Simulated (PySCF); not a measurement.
System (SMILES): O=BF.
Geometry (B3LYP-D3(BJ)/def2-TZVP, fixed):
```
B
O 1 1.2071
F 1 1.2860 2 180.00
```
Charge 0, spin multiplicity 1.

Basis-set convergence of the lowest singlet excitation energy at CAM-B3LYP with PySCF. Tamm-Dancoff approximation; the state is taken by its order, and sets in which it differs in degeneracy or brightness are left out, yet its character can still change. All functions are spherical. Density fitting with generated auxiliary sets. No added dispersion term, no relativity. Reference: the value in d-aug-cc-pVTZ, 7.943 eV, itself unsure by roughly 0.005 eV (its mean distance from aug-cc-pVQZ, aug-pcseg-2, aug-cc-pVTZ). Deviations are taken from unrounded values. Cost is core time over that of pcseg-1, rough, on shared machines of one kind; a dash marks a row that isn't timed (too short, read off another run, short of memory, by another algorithm or on other hardware).

```tsv
basis	functions	lowest singlet excitation energy (eV)	minus reference (eV)	cost
pcseg-0	27	8.418	0.474	-
pcseg-1	42	8.557	0.613	1×
aug-pcseg-1	69	7.982	0.039	2×
pcseg-2	90	8.094	0.151	4×
aug-pcseg-2	138	7.955	0.011	10×
pcseg-3	180	8.083	0.140	20×
```

The smallest set listed that lies within 0.2 eV of the reference with all its larger relatives (same family, alike in diffuse functions; a set with none counts only in the reference's own line) is aug-pcseg-1 (69 functions, 2× in cost, 0.039 eV off).
